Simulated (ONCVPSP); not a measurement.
**An all-electron radial function and its pseudo partner (Zr (Z = 40))**

Columns: radius, all-electron u(r) and pseudo u(r) of the 4s shell (level -52.47 eV) of zirconium in the configuration [Ar] 3d10 4s2 4p6 4d3 5s1; LDA (Perdew-Wang 92), scalar-relativistic, ONCV scheme, ONCVPSP 4.0.1.

| r (bohr) | all-electron | pseudo |
| --- | --- | --- |
| 0.158 | 0.1994 | 0.0853 |
| 0.315 | -0.5407 | 0.2135 |
| 0.473 | -0.2948 | 0.4011 |
| 0.630 | 0.3008 | 0.6219 |
| 0.788 | 0.7665 | 0.8280 |
| 0.945 | 0.9985 | 0.9655 |
| 1.102 | 1.0469 | 1.0096 |
| 1.260 | 0.9820 | 0.9646 |
| 1.418 | 0.8619 | 0.8578 |
| 1.575 | 0.7254 | 0.7251 |
| 1.732 | 0.5930 | 0.5929 |
| 1.890 | 0.4741 | 0.4740 |
| 2.047 | 0.3738 | 0.3737 |
| 2.205 | 0.2909 | 0.2908 |
| 2.362 | 0.2247 | 0.2247 |
| 2.520 | 0.1721 | 0.1721 |
| 2.678 | 0.1311 | 0.1310 |
| 2.835 | 0.0995 | 0.0995 |
| 2.992 | 0.0753 | 0.0753 |
| 3.150 | 0.0567 | 0.0567 |
| 3.308 | 0.0426 | 0.0426 |
| 3.465 | 0.0320 | 0.0320 |
| 3.622 | 0.0240 | 0.0240 |
| 3.780 | 0.0179 | 0.0179 |
| 3.938 | 0.0134 | 0.0134 |
| 4.095 | 0.0100 | 0.0100 |

How many radial nodes do the two functions have?

The all-electron 4s function has n − l − 1 = 3 (the table is too coarse to show those close to the nucleus); the pseudo-wave has 0, since the states of the same l below it are removed with the core.

At about which radius was the pseudo-wave matched?

1.85 bohr. The columns agree to 0.0005 from 1.57 bohr on; several derivatives are matched, so the curves merge somewhat inside the radius.

Is the pseudo-wave norm-conserving?

Yes: the ONCV scheme keeps the norm inside the radius equal to the all-electron one, which fixes the energy derivative of the logarithmic derivative at the level.
